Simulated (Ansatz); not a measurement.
Consider the isomerisation: `[CH3][Al]([CH3])[NH2]` → `CC[NH][AlH2]`.

Isolated molecules relaxed with PBE0-D4/def2-TZVP in Ansatz; ΔE leaves out vibrations. CCSD(T)/CBS is the MP2 limit (def2-TZVPP, def2-QZVPP) plus CCSD(T) − MP2 in def2-TZVPP, frozen cores. Functionals use def2-TZVPP. Each species was taken in one conformer, which may not be the lowest.

```json
{"level": "revPBE-D4", "ΔE (kJ/mol)": "111.0"}
{"level": "CAM-B3LYP-D4", "ΔE (kJ/mol)": "114.9"}
{"level": "MP2/def2-TZVPP", "ΔE (kJ/mol)": "122.3"}
{"level": "HF/def2-QZVPP", "ΔE (kJ/mol)": "104.1"}
```

Q: What does CCSD(T)/CBS give? (Best estimate.)

A: The calculation gave: +121.5 kJ/mol. The listed levels differ from it by -10.5, -6.6, 0.8, -17.4 kJ/mol.

Largest T1 diagnostic among the species: 0.011.

Leaving LDA and LC-ωPBE aside and taking each functional with its dispersion term where it has one, the values, not all of them listed here, spread over 20.4 kJ/mol, from B97M-V to r2SCAN-D4. LDA lies −8.6 kJ/mol from PBE without D4. At CCSD(T), def2-SVP lies −38.1 kJ/mol from the extrapolated value and def2-TZVPP −5.3 kJ/mol.
